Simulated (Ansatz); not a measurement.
Input for Ansatz (development build ahead of 0.2.0):

```yaml
crystal:
  periodic: [false, false, false]
  atoms:
    - { symbol: Sc, position_ang: [0.0, 0.0, 0.0] }
    - { symbol: O, position_ang: [0.0, 0.0, 2.1] }
    - { symbol: H, position_ang: [0.775, 0.0, 2.675] }
    - { symbol: H, position_ang: [-0.775, 0.0, 2.675] }
basis:
  gaussian: { orbitals: def2-SVP }
total_charge: 2
magnetization:
  spin_polarized: true
  initial_magnetization: 1
hamiltonian:
  xc: hf
scf:
  omitted_lower_state_checks: [starts, atomic_configurations, cluster_reference, orbital_swaps, given_window_search, neighbouring_geometries, increment]
```

The input is written out in the form of the current development build from the run's settings.

Output:

```
Converged                       : yes
Total energy                    : -835.05777 hartree
Spin squared of the determinant : 0.751
Stability test                  : minimum
```

Caution: other spin multiplicities were not run.
